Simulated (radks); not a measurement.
Values are calculated unless marked as measured or tabulated.
Valence configurations of In (all share [Kr]). Level of theory: scalar-relativistic Kohn-Sham, BLYP, spin-polarised, spherical densities, point nucleus; open shells are filled with parallel spins first (spin-orbit coupling, left out, can overturn this in heavy ions) (a radial shooting solver on a logarithmic mesh with Libxc functionals). Energies are relative to 4d10 5s2 5p1; eigenvalues in eV for spin up.

valence	E (eV)	moment (Bohr magnetons)	e(4d)	e(5p)	e(5s)
4d10 5s2 5p1	0.000	1	-18.387	-2.626	-8.317
4d10 5p3	11.127	3	-21.240	-4.104	-
4d9.5 5s2 5p1.5	8.315	2	-21.325	-3.274	-9.457
4d10 5s1 5p2	4.960	3	-19.829	-3.499	-9.559
4d9 5s1 5p3	22.747	5	-25.426	-4.639	-11.565
4d8.5 5s2 5p2.5	27.700	4	-27.124	-4.489	-11.561
4d9 5s2 5p2	17.552	3	-24.232	-3.892	-10.533
4d8 5s2 5p3	38.750	5	-30.009	-5.070	-12.552
4d10 5s1.5 5p1.5	2.559	2	-19.149	-3.088	-8.977
4d8 5p5	55.084	3	-32.747	-5.924	-

NIST lists [Kr] 4d10 5s2 5p1 as the ground configuration; this level of theory agrees among the configurations tried. The energies are those of spherical high-spin densities, not of single terms.
